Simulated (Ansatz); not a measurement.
`C[SiH](Cl)N=C=O` + H₂O → `C[SiH](O)Cl` + `N=C=O` at 298.15 K and 1 bar (formal hydrolysis of the Si–N bond).

Calculated with Ansatz (gas phase, PBE0-D4/def2-TZVP geometries, no zero-point term in ΔE). CCSD(T)/CBS adds triple-zeta CCSD(T) − MP2 to the extrapolated MP2 energy (def2 sets, frozen cores). This one scheme is used for every species. Each species was taken in one conformer, which may not be the lowest.

| species | CCSD(T)/CBS energy (Eh) | H − E (kJ/mol) | S (J/(mol·K)) |
| --- | --- | --- | --- |
| `C[SiH](Cl)N=C=O` | -957.35236 | 184.8 | 379.8 |
| H₂O | -76.37941 | 66.4 | 188.7 |
| `C[SiH](O)Cl` | -865.21254 | 180.4 | 327.4 |
| `N=C=O` | -168.51995 | 67.5 | 238.3 |

H − E and S are ideal-gas, rigid-rotor, harmonic terms from PBE0-D4/def2-TZVP, for one conformer and one mirror image of each species. 1 Eh = 2625.50 kJ/mol, R = 8.31446 J/(mol·K).

Task: By hand: ΔE, ΔH, ΔS and ΔG.

Result: ΔE = (-865.21254) + (-168.51995) − (-957.35236) − (-76.37941) = -0.00072 Eh = -1.9 kJ/mol. Δ(H − E) = 180.4 + 67.5 − 184.8 − 66.4 = -3.3, so ΔH = -5.2 kJ/mol. ΔS = 327.4 + 238.3 − 379.8 − 188.7 = -2.8 J/(mol·K). ΔG = -5.2 − 298.15 × (-2.8)/1000 = -4.4 kJ/mol.

Task: By hand: the equilibrium constant, and the temperature at which ΔG would vanish if ΔH and ΔS stayed fixed.

Result: log₁₀ K = −ΔG/(RT ln 10) = 0.8. ΔG = 0 at ΔH/ΔS = 1857 K, though so small a ΔH makes that figure unsure.

The number of gas molecules stays the same, so ΔS is small and ΔH decides. The sign of ΔG lies within the doubt. A doubt of 5 kJ/mol in ΔE shifts log₁₀ K by 0.9 here. Other conformers and mirror images would add mixing entropy, several J/(mol·K) or more a flexible species. Modes under 60 cm⁻¹, often nearly free rotors, make the harmonic entropy too high. These are equilibria of isolated gas molecules and say nothing of rates. Largest T1 diagnostic: 0.018 (customary marks: 0.02 for closed shells, 0.045 for open ones).
